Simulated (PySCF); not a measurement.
CdS. Atoms are numbered in the order given.

```xyz
2

Cd     0.0000     0.0000    -0.5575
S      0.0000     0.0000     1.6724
```

Geometry optimised at r2SCAN-D4/def2-TZVPD. The def2 effective core potentials stand for the cores of Cd; spin–orbit coupling is left out.

These are PySCF with M06-2X/def2-TZVPD values and carry that method's errors.

Isolated molecule, no solvent.

```yaml
total_energy: -565.83782 hartree
point_group: C∞v
highest_occupied_level: -7.38 eV
lowest_empty_level: -3.54 eV
orbital_gap: 3.85 eV
dipole_moment: 6.24 D
quadrupole, principal values (traceless, Buckingham form, about the centre of nuclear charge): -0.47, -0.47, 0.95 D·Å
mean_static_polarisability: 66.8 bohr³ (9.89 Å³)
polarisability_principal_values: 52.1, 52.1, 96.1 bohr³
```
